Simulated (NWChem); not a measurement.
All runs are NWChem calculations. System: H4AsSi, charge 0, spin multiplicity 2, at a geometry optimised with UB3LYP/def2-SVP. The structure started from a generated list of species. Its SCF solution wasn't tested for a lower state. Level: UMP2/def2-TZVP, 14 core orbitals frozen.

Input file:

```
start mol
memory heap 200 mb stack 900 mb global 1100 mb
geometry units angstroms nocenter noautoz noautosym
  Si    -1.576404    -0.378769    -0.122326
  As     0.737825     0.187831     0.135607
  H     -2.431789     0.825096     0.117141
  H     -1.948152    -0.991839    -1.437220
  H      1.184361    -1.258406    -0.092941
  H      0.917005     0.529511    -1.349455
end
basis spherical
  * library def2-tzvp
end
scf
  uhf
  nopen 1
  maxiter 100
  thresh 1e-7
  semidirect memsize 60000000 filesize 0
  # guess.movecs holds the orbitals of an unrestricted PBE0 run
  vectors input guess.movecs output mol.movecs
end
mp2
  freeze core 14
end
task mp2 energy
```

Part of the output:

```
             Northwest Computational Chemistry Package (NWChem) 7.3.0
             --------------------------------------------------------

                                NWChem Input Module
                                -------------------

 Scaling coordinates for geometry "geometry" by  1.889725989
 (inverse scale =  0.529177249)

                             Geometry "geometry" -> ""
                             -------------------------

 Output coordinates in angstroms (scale by  1.889725989 to convert to a.u.)

  No.       Tag          Charge          X              Y              Z
 ---- ---------------- ---------- -------------- -------------- --------------
    1 Si                  14.0000    -1.57640400    -0.37876900    -0.12232600
    2 As                  33.0000     0.73782500     0.18783100     0.13560700
    3 H                    1.0000    -2.43178900     0.82509600     0.11714100
    4 H                    1.0000    -1.94815200    -0.99183900    -1.43722000
    5 H                    1.0000     1.18436100    -1.25840600    -0.09294100
    6 H                    1.0000     0.91700500     0.52951100    -1.34945500

 Effective nuclear repulsion energy (a.u.)     151.4872206147

            Nuclear Dipole moment (a.u.)
            ----------------------------
        X                 Y               Z
 ---------------- ---------------- ----------------
    -0.0000113384     0.0000359048    -0.0000151178


 Summary of "ao basis" -> "" (spherical)
 ------------------------------------------------------------------------------
       Tag                 Description            Shells   Functions and Types
 ---------------- ------------------------------  ------  ---------------------
 *                         def2-tzvp                  on all atoms

 Summary of "ao basis" -> "ao basis" (spherical)
 ------------------------------------------------------------------------------
       Tag                 Description            Shells   Functions and Types
 ---------------- ------------------------------  ------  ---------------------
 Si                        def2-tzvp                13       37   5s5p2d1f
 As                        def2-tzvp                16       48   6s5p4d1f
 H                         def2-tzvp                 4        6   3s1p

                                 NWChem SCF Module
                                 -----------------

  ao basis        = "ao basis"
  functions       =   109
  atoms           =     6
  alpha electrons =    26
  beta  electrons =    25
  charge          =   0.00
  wavefunction    = UHF
  use symmetry    = F
  symmetry adapt  = F

 Summary of "ao basis" -> "ao basis" (spherical)
 ------------------------------------------------------------------------------
       Tag                 Description            Shells   Functions and Types
 ---------------- ------------------------------  ------  ---------------------
 Si                        def2-tzvp                13       37   5s5p2d1f
 As                        def2-tzvp                16       48   6s5p4d1f
 H                         def2-tzvp                 4        6   3s1p

 Forming initial guess at       0.1s

 Starting SCF solution at       0.1s

 ----------------------------------------------
         Quadratically convergent UHF

 Convergence threshold     :          1.000E-07
 Maximum no. of iterations :          100
 Integral*density screening:          1.000E-09
 ----------------------------------------------

              iter       energy          gnorm     gmax       time
             ----- ------------------- --------- --------- --------
                 1    -2525.4082666661  7.25D-01  2.67D-01      4.4
                 2    -2525.4278608010  1.43D-01  2.99D-02      4.7
                 3    -2525.4298220271  9.73D-03  2.61D-03      5.5
                 4    -2525.4298719136  7.43D-05  1.94D-05      8.6
                 5    -2525.4298719184  9.55D-09  1.79D-09     14.1

       Final UHF  results
       ------------------

         Total SCF energy =  -2525.429871918416
      One electron energy =  -3820.672156139045
      Two electron energy =   1143.755063605882
 Nuclear repulsion energy =    151.487220614747

                       Sz =      0.5000
                 Sz(Sz+1) =      0.7500
                      S^2 =      0.7567

        Time for solution =     14.0s

          Final alpha eigenvalues
          -----------------------

              1
    1 -432.5717
    2  -68.7955
    3  -56.2974
    4  -50.1421
    5  -50.1420
    6  -50.1415
    7   -8.0189
    8   -6.1450
    9   -5.8736
   10   -5.8733
   11   -5.8704
   12   -4.2578
   13   -4.2478
   14   -4.2475
   15   -2.1069
   16   -2.1060
   17   -2.1031
   18   -2.1021
   19   -2.1002
   20   -0.8336
   21   -0.6917
   22   -0.5048
   23   -0.4970
   24   -0.4410
   25   -0.3725
   26   -0.3268
   27    0.1062
   28    0.1191
   29    0.1313
   30    0.1519
   31    0.1740
   32    0.2468
   33    0.2644
   34    0.2699
   35    0.2866
   36    0.2946

          Final beta eigenvalues
          ----------------------

              1
    1 -432.5717
    2  -68.7890
    3  -56.2973
    4  -50.1421
    5  -50.1419
    6  -50.1415
    7   -8.0188
    8   -6.1361
    9   -5.8737
   10   -5.8729
   11   -5.8704
   12   -4.2434
   13   -4.2433
   14   -4.2344
   15   -2.1065
   16   -2.1059
   17   -2.1031
   18   -2.1019
   19   -2.1001
   20   -0.8249
   21   -0.6506
   22   -0.4967
   23   -0.4886
   24   -0.4324
   25   -0.3645
   26    0.0359
   27    0.1213
   28    0.1276
   29    0.1373
   30    0.1708
[...]
 Vector   25  Occ=1.000000D+00  E=-3.644872D-01
              MO Center=  4.5D-01,  1.6D-01,  1.4D-01, r^2= 3.0D+00
   Bfn.  Coefficient  Atom+Function         Bfn.  Coefficient  Atom+Function
  ----- ------------  ---------------      ----- ------------  ---------------
    43      0.263835  2 As s                 53      0.252016  2 As px
    55      0.250845  2 As pz                42      0.246473  2 As s
    58      0.242437  2 As pz                56      0.238284  2 As px
    54      0.204733  2 As py                57      0.201832  2 As py
    15     -0.173700  1 Si px

 Vector   26  Occ=0.000000D+00  E= 3.588226D-02
              MO Center= -1.5D+00, -5.6D-01,  1.4D-01, r^2= 3.9D+00
   Bfn.  Coefficient  Atom+Function         Bfn.  Coefficient  Atom+Function
  ----- ------------  ---------------      ----- ------------  ---------------
    20      0.502675  1 Si pz                19     -0.456700  1 Si py
     5      0.342552  1 Si s                106      0.245341  6 H  s
     4      0.162119  1 Si s

 Vector   27  Occ=0.000000D+00  E= 1.212774D-01
              MO Center= -7.8D-01, -2.9D-01, -1.9D-01, r^2= 7.9D+00
   Bfn.  Coefficient  Atom+Function         Bfn.  Coefficient  Atom+Function
  ----- ------------  ---------------      ----- ------------  ---------------
    43      1.672087  2 As s                 18     -1.432344  1 Si px
     5     -1.285771  1 Si s                 56     -1.147760  2 As px
    57     -0.555431  2 As py               100     -0.367185  5 H  s
    15     -0.244023  1 Si px                19     -0.179338  1 Si py
    94      0.169381  4 H  s                 58     -0.154398  2 As pz

 Vector   28  Occ=0.000000D+00  E= 1.275735D-01
              MO Center=  1.5D-01, -2.6D-02, -2.4D-01, r^2= 6.1D+00
   Bfn.  Coefficient  Atom+Function         Bfn.  Coefficient  Atom+Function
  ----- ------------  ---------------      ----- ------------  ---------------
   106      1.153713  6 H  s                 43     -1.064940  2 As s
    94      1.026675  4 H  s                  5     -1.008889  1 Si s
   100      0.762676  5 H  s                 58      0.744778  2 As pz
    56     -0.594907  2 As px                20      0.524029  1 Si pz
    88      0.358395  3 H  s                  4     -0.250089  1 Si s

 center of mass
 --------------
 x =   0.15692686 y =   0.04547436 z =   0.06986848

 moments of inertia (a.u.)
 ------------------
          56.212083104850         -92.086215447320         -49.064700471447
         -92.086215447320         454.270618716711         -14.431576835916
         -49.064700471447         -14.431576835916         470.559661055518

  Mulliken analysis of the total density
  --------------------------------------

    Atom       Charge   Shell Charges
 -----------   ------   -------------------------------------------------------
    1 Si  14    13.88   2.00  0.59  1.39  0.86  0.51  4.12  1.73  0.50  1.45  0.50  0.08  0.14  0.02
    2 As  33    33.15   2.00  2.00  1.17  0.78  0.93  0.84  5.99  5.77  0.36  1.78  1.36  8.94  1.07  0.04  0.12  0.01
    3 H    1     1.03   0.23  0.56  0.23  0.01
    4 H    1     1.03   0.23  0.55  0.23  0.01
    5 H    1     0.96   0.22  0.54  0.18  0.01
    6 H    1     0.96   0.22  0.53  0.19  0.01

  Mulliken analysis of the alpha density
  --------------------------------------

    Atom       Charge   Shell Charges
 -----------   ------   -------------------------------------------------------
    1 Si  14     7.43   1.00  0.29  0.69  0.47  0.30  2.07  0.86  0.29  0.95  0.38  0.04  0.07  0.01
    2 As  33    16.57   1.00  1.00  0.58  0.39  0.47  0.42  3.00  2.88  0.18  0.89  0.67  4.47  0.53  0.02  0.06  0.01
    3 H    1     0.51   0.12  0.28  0.11  0.01
    4 H    1     0.52   0.12  0.28  0.11  0.01
    5 H    1     0.48   0.11  0.27  0.09  0.01
    6 H    1     0.49   0.11  0.27  0.10  0.01

   Mulliken analysis of the beta density
   -------------------------------------

    Atom       Charge   Shell Charges
 -----------   ------   -------------------------------------------------------
    1 Si  14     6.45   1.00  0.29  0.70  0.39  0.21  2.05  0.87  0.21  0.50  0.12  0.04  0.07  0.01
    2 As  33    16.58   1.00  1.00  0.58  0.39  0.46  0.42  3.00  2.88  0.18  0.89  0.69  4.47  0.53  0.02  0.06  0.01
    3 H    1     0.52   0.12  0.28  0.12  0.00
    4 H    1     0.51   0.12  0.27  0.12  0.00
    5 H    1     0.48   0.11  0.27  0.09  0.01
    6 H    1     0.47   0.11  0.26  0.09  0.01

   Mulliken analysis of the spin density
   -------------------------------------

    Atom       Charge   Shell Charges
 -----------   ------   -------------------------------------------------------
    1 Si  14     0.98   0.00  0.00 -0.00  0.09  0.09  0.02 -0.02  0.08  0.45  0.26 -0.00  0.01 -0.00
    2 As  33    -0.00   0.00  0.00  0.00 -0.00  0.00 -0.00  0.00  0.00  0.00 -0.00 -0.01  0.00 -0.00  0.00  0.01  0.00
    3 H    1    -0.01  -0.00 -0.00 -0.00  0.00
    4 H    1     0.01   0.00  0.00 -0.00  0.00
    5 H    1     0.00   0.00  0.00 -0.00 -0.00
    6 H    1     0.02   0.01  0.01  0.00  0.00

       Multipole analysis of the density wrt the origin
       ------------------------------------------------

     L   x y z        total         alpha         beta         nuclear
     -   - - -        -----         -----         ----         -------
     0   0 0 0     -0.000000    -26.000000    -25.000000     51.000000

     1   1 0 0     -0.049955      1.522624     -1.572568     -0.000011
     1   0 1 0     -0.108740      0.605726     -0.714502      0.000036
     1   0 0 1     -0.112768     -0.257977      0.145224     -0.000015

     2   2 0 0    -26.476306   -134.761491   -122.790981    231.076166
     2   1 1 0     -0.403549    -23.798993    -18.934539     42.329982
     2   1 0 1     -0.553414    -12.016851    -14.137561     25.600998
     2   0 2 0    -25.950229    -27.199213    -22.681700     23.930684
     2   0 1 1     -0.604022     -3.706297     -5.517436      8.619711
     2   0 0 2    -26.329891    -23.143889    -20.060448     16.874446

                   NWChem MP2 Semi-direct Energy/Gradient Module
                   ---------------------------------------------

  Basis functions       =    109
  Molecular orbitals    =    109
  Frozen core           =     14
  Frozen virtuals       =      0
  Active alpha occupied =     12
  Active beta occupied  =     11
  Active alpha virtual  =     83
  Active beta virtual   =     84
  Use MO symmetry       = F
  Use skeleton AO sym   = F

  AO/Fock/Back tols     =   1.0D-09  1.0D-09  1.0D-09

 GA uses MA = F    GA memory limited = T

 Available:
  local mem=  1.26D+08
 global mem=  1.44D+08
 local disk=  0.00D+00
  mp2_memr nvloc                    83
  nvloc new                    83
   1 passes of  12:        5242880                      74017                  19722465.
   1 passes of  12: M    126143363           G      144155438           F     120900483.

 Semi-direct pass number   1 of   1  for UHF alpha       at       14.3s
  vrange nnbf                  5818
  mp2_eaftype                    75  avail_ma_in_mb                  1099
 EAF : mp2_eaftype filesize          75    9861232.
  mp2_eaf for mointskh                     75
Node 0 wrote     46.4 Mb in      0.0 s     Agg I/O rate:  1447.2 Mb/s
 Done moints_semi at       26.4s
  mp2_eaftype                    75  avail_ma_in_mb                  1024
 EAF : mp2_eaftype filesize          75    9861232.
  mp2_eaf for kh                    75
 Done maket at       26.8s
 Done multipass loop at       26.8s

 GA uses MA = F    GA memory limited = T

 Available:
  local mem=  1.26D+08
 global mem=  1.44D+08
 local disk=  0.00D+00
  mp2_memr nvloc                    84
  nvloc new                    84
   1 passes of  11:        5242880                      70418                  18298219.
   1 passes of  11: M    126143363           G      144155438           F     120900483.

 Semi-direct pass number   1 of   1  for UHF beta        at       26.9s
  vrange nnbf                  5818
  mp2_eaftype                    69  avail_ma_in_mb                  1099
 EAF : mp2_eaftype filesize          69    9149109.
  mp2_eaf for mointskh                     69
Node 0 wrote     43.0 Mb in      0.0 s     Agg I/O rate:  1307.3 Mb/s
 Done moints_semi at       39.7s
  mp2_eaftype                    69  avail_ma_in_mb                  1030
 EAF : mp2_eaftype filesize          69    9149109.
  mp2_eaf for kh                    69
 Done maket at       40.0s
 Done multipass loop at       40.0s

          -------------------------------------------
          SCF energy               -2525.429871918416
          Correlation energy          -0.368418190279
          Singlet pairs                0.000000000000
          Triplet pairs                0.000000000000
          Total MP2 energy         -2525.798290108695
          -------------------------------------------

          ---------------------------------------------------
                    Spin Component Scaled (SCS) MP2
          Same spin pairs                     -0.092464742920
          Same spin scaling factor             0.333333333333
          Opposite spin pairs                 -0.275953447359
          Opposite spin scaling fact.          1.200000000000
          SCS-MP2 correlation energy          -0.361965717804
          Total SCS-MP2 energy             -2525.791837636220
          ---------------------------------------------------

 -----------------------
 Performance information
 -----------------------

 Timer overhead =  1.61D-07 seconds/call

               Nr. of calls         CPU time (s)                 Wall time (s)                GFlops
             ---------------    -------------------     ------------------------------   -------------------
Name         Min   Avg   Max    Min     Avg     Max     Min     Avg     Max   Mx/calls   Min     Max     Sum
mp2: moin     2     2     2    25.     25.     25.      25.     25.     25.     12.      0.0     0.0     0.0
mp2: make     2     2     2   0.68    0.68    0.68     0.68    0.68    0.68    0.34      0.0     0.0     0.0
mp2: tota     1     1     1    26.     26.     26.      26.     26.     26.     26.      0.0     0.0     0.0

 The average no. of pstat calls per process was 5.00D+00
 with a timing overhead of 8.04D-07s

 Task  times  cpu:       40.0s     wall:       40.0s

 Total times  cpu:       40.0s     wall:       40.0s
```
